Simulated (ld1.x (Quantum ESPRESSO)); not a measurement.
**iodine, TM: configuration errors across variants**

| Item | Value |
| --- | --- |
| Element | I |
| Generator | ld1.x (Quantum ESPRESSO) 7.5 |
| Type | norm-conserving Troullier–Martins (Kleinman–Bylander form) |
| Functional | PBE |
| Relativity | scalar-relativistic |
| Frozen core | [Kr] |
| Valence charge | 17 |
| Reference configuration | 4d10 5s2 5p4.5 (charge +0.5) |
| Partial waves | 5s (bound): rc 1.80 bohr; 5p (bound): rc 2.00 bohr; 4d (bound): rc 1.25 bohr |
| Local potential | the d channel |
| Core correction | Bessel-smoothed model core inside 1.05 bohr |

All-electron excitation energies from the reference (eV): (1) 4d10 5s2 5p5 -4.532; (2) 4d10 5s2 5p4 6.599; (3) 4d10 5s2 5p3 26.445; (4) 4d10 5s2 5p1 95.198; (5) 4d10 5s2 5p5.3 -6.315; (6) 4d9 5s2 5p6 41.330; (7) 4d9 5s2 5p5 53.715.

2 further variants failed, have other tests or too few solved ones, and are left out.

A true bound ghost makes a file unfit for plane-wave use even where its test errors are small: the radial tests pick states by their node count and pass the ghost by.

Errors AE − PS in meV (a dash: test not solved or not reliable):

| change | (1) | (2) | (3) | (4) | (5) | (6) | (7) | bound ghosts |
| --- | --- | --- | --- | --- | --- | --- | --- | --- |
| base | +1.6 | -1.4 | -1.8 | +18 | +2.4 | -478 | -416 | s, p |
| wave 5s (bound): rc 1.80 bohr becomes 5s (bound): rc 2.78 bohr | +1.9 | -0.8 | +7.5 | +129 | +3.0 | -357 | -239 | s, p |
| wave 5p (bound): rc 2.00 bohr becomes 5p (bound): rc 1.94 bohr | +1.6 | -1.4 | -1.8 | +17 | +2.4 | -475 | -414 | s, p |
| core correction Bessel-smoothed model core inside 1.42 bohr | +1.6 | -1.4 | -1.7 | +19 | +2.4 | -463 | -401 | s, p |
| type PAW; waves now 5s (bound): rcut 1.55, rcutus 1.80 bohr; 5s channel at 0.05 Ry: rcut 1.55, rcutus 1.80 bohr; 5p (bound): rcut 1.75, rcutus 2.00 bohr; 5p channel at 2.4 Ry: rcut 1.75, rcutus 2.00 bohr; 4d (bound): rcut 1.10, rcutus 1.25 bohr; 4d channel at -3.35 Ry: rcut 1.10, rcutus 1.25 bohr; local potential all-electron potential smoothed inside 1.05 bohr (lloc = -1); augmentation BESSEL, radius 0.80 bohr | +1.6 | -2.2 | -8.2 | -25 | +2.2 | -164 | -175 | s, p |
| wave 4d (bound): rc 1.25 bohr becomes 4d (bound): rc 1.34 bohr | +1.5 | -1.5 | -2.3 | +16 | +2.3 | -480 | -420 | s, p |
| type ultrasoft; waves now 5s (bound): rcut 1.55, rcutus 1.80 bohr; 5s channel at 0.9 Ry: rcut 1.55, rcutus 1.80 bohr; 5p (bound): rcut 1.75, rcutus 2.00 bohr; 5p channel at 0.65 Ry: rcut 1.75, rcutus 2.00 bohr; 4d (bound): rcut 1.10, rcutus 1.25 bohr; 4d channel at -0.9 Ry: rcut 1.10, rcutus 1.25 bohr; local potential all-electron potential smoothed inside 1.65 bohr (lloc = -1); augmentation PSQ, inside the norm-conserving radii | +1.2 | -2.1 | -10 | -59 | +1.6 | -204 | -247 | none |
| wave 5p (bound): rc 2.00 bohr becomes 5p (bound): rc 2.88 bohr | +1.4 | -1.9 | -11 | -131 | +2.2 | -335 | -295 | s, p |

Problem. Give the same row for: local potential the s channel.

Solution. +1.7, -1.2, -0.7, +15, +2.7, -615, -546; bound ghosts: none.
